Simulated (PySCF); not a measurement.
Cl3Si, SMILES Cl[Si](Cl)Cl (connectivity only; charge and spin as stated), charge +1, multiplicity 1.

The structure is a stationary point at B3LYP-D3(BJ)/def2-SVP. The multiplicity is an assumed one; other spin states were not compared. The isomer is the one that the SMILES or the coordinates give; other isomers of the formula were not compared.

Computed with SMD-PBE0/def2-SVP (PySCF).

Solvation free energies are E(SMD) − E(gas) at the gas-phase geometry, for 1 M in both phases.

Problem. Rank water, dimethylsulfoxide, 1-octanol by solvation free energy, most negative first.

Solution. dimethylsulfoxide (-54.4 kcal/mol), water (-52.1 kcal/mol), 1-octanol (-50.8 kcal/mol)
